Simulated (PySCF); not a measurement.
Electron correlation in V²⁺ (vanadium, charge +2)

[Ar] 3d2 4s1, high-spin 4F determinant (an excited configuration). All numbers are calculated (PySCF 2.14, the non-relativistic Hamiltonian (point nucleus), in dyall-av2z). Frozen: [Ar]; 3 electrons correlated; the 25 highest virtual orbitals of each spin left out.

```csv
level,correlation energy (mhartree)
CCSD,-11.24
(T),-0.03
CCSD(T),-11.27
```

Diagnostics: T1 = 0.0028, D1 = 0.0049, largest double amplitude 0.015.

Cost of the coupled-cluster step: roughly 16 core-seconds, for 3 correlated electrons.
